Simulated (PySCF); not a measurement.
`[GaH2][Br]`. Computed with PBE0-D3(BJ)/def2-SVP geometry optimisation, gas phase (PySCF).

```
atom  x, y, z in Å
Ga1   -0.2048    0.0270    0.0692
Br2    2.0069   -0.4188   -0.3585
H3    -0.4811    1.3254    0.8870
H4    -1.2173   -1.0146   -0.4975
```

Task: Where is the centre of mass (commonest isotopes), and what is the radius of gyration?

Result: Mass 149.860 u; centre at (0.951, -0.206, -0.154) Å; Rg = √(Σ m r²/M) = 1.170 Å. As Ia + Ib + Ic = 2 Σ m r², the three principal moments sum to 410.3 u·Å².

Task: What is the longest distance between nuclei?

Result: Br2···H3 and Br2···H4, 3.284 Å down to 3.282 Å.

Task: Work out the bond lengths Ga1–Br2, Ga1–H3, Ga1–H4 in Å.

Result: For Ga1–Br2 the difference vector is (2.2117, -0.4458, -0.4277) Å, of length 2.2964 Å. Ga1–Br2 2.296; Ga1–H3 1.559; Ga1–H4 1.559 Å.

Task: What is the repulsion energy of the bare nuclei, Σ ZA·ZB/RAB?

Result: 282.54 Eh over 6 pairs, with full nuclear charges and distances in bohr; the largest single term is 250.03 Eh (Ga1 with Br2).

Task: How far apart are these pairs, which share no bond: H3···H4?

Result: H3···H4 2.817 Å (2 bonds apart).

Task: What are the angles H3–Ga1–H4, Br2–Ga1–H4, Br2–Ga1–H3?

Result: From the scalar product of the two bond vectors; for H3–Ga1–H4 it is -1.5361 Å² over 1.5592 × 1.5592 Å², cos θ = -0.6319. H3–Ga1–H4 129.2°; Br2–Ga1–H4 115.3°; Br2–Ga1–H3 115.5°.

The point group is C2v within 0.08 Å; differences among equivalent distances and angles are scatter left by the optimiser. PBE0-D3(BJ)/def2-SVP frequencies: not computed here.
